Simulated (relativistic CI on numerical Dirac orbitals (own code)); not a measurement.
Calculated at this level of theory: Dirac-Coulomb-Breit CI, separate exchange-only KLI orbitals for each configuration, QED by a radiative potential, valence Slater integrals scaled by 0.85, P86 correlation energy added to each configuration (own radial code, finite nucleus).

Configuration list (outside the closed core [Ne]): 3s2 3p6 3d, 3s2 3p6 4s, 3s2 3p5 3d2, 3s2 3p6 4p, 3s2 3p6 4d, 3s2 3p6 5s, 3s2 3p6 4f, 3s2 3p6 5p, 3s 3p6 3d2, 3s2 3p6 5d, 3s2 3p6 6s, 3s2 3p6 5f, 3s2 3p6 6p, 3s2 3p6 5g, 3s2 3p6 6d, 3s2 3p6 7s, 3s2 3p6 7p, 3s2 3p5 3d 4s, 3s2 3p5 3d 4p, 3p6 3d3, 3p5 3d4. Double excitations out of closed p, d and f shells are left out; levels of such configurations are missing from the list, as are those of other unlisted configurations, and high levels can miss mixing partners. These lack a partner that the ground configuration has and come out too high: 3s2 3p5 3d 4s, 3s2 3p5 3d 4p.

At this charge configurations can still be misplaced by up to about 7 % of their energy. 27 of the 48 excited levels that our extract of the measured tables holds in this range could be paired (the sources list more); they are missed by 3819 cm⁻¹ on average and 9722 at most, and levels without a partner can miss by more.

Outline of the computed level scheme of V V. Lowest level of each configuration: 3s2 3p6 3d 2D_3/2 at 0.0000 eV; 3s2 3p6 4s 2S_1/2 at 18.7291 eV; 3s2 3p6 4p 2P°_1/2 at 26.1480 eV; 3s2 3p5 3d2 4D°_1/2 at 36.5504 eV; 3s2 3p6 4d 2D_3/2 at 36.8765 eV; 3s2 3p6 5s 2S_1/2 at 41.0276 eV; 3s2 3p6 5p 2P°_1/2 at 43.9361 eV; 3s2 3p6 4f 2F°_7/2 at 43.9778 eV.

Some strong electric-dipole decays among the lowest 45 levels: 3s2 3p6 4f 2F°_7/2 → 3s2 3p6 3d 2D_5/2 (6.2e+09 s⁻¹); 3s2 3p6 4f 2F°_5/2 → 3s2 3p6 3d 2D_3/2 (5.8e+09 s⁻¹); 3s2 3p6 4p 2P°_1/2 → 3s2 3p6 3d 2D_3/2 (5.2e+09 s⁻¹); 3s2 3p6 4p 2P°_3/2 → 3s2 3p6 3d 2D_5/2 (4.7e+09 s⁻¹); 3s2 3p6 4d 2D_5/2 → 3s2 3p6 4p 2P°_3/2 (3.2e+09 s⁻¹); 3s2 3p6 5s 2S_1/2 → 3s2 3p6 4p 2P°_3/2 (2.9e+09 s⁻¹); 3s2 3p6 4d 2D_3/2 → 3s2 3p6 4p 2P°_1/2 (2.7e+09 s⁻¹); 3s2 3p6 5p 2P°_1/2 → 3s2 3p6 3d 2D_3/2 (2.6e+09 s⁻¹).
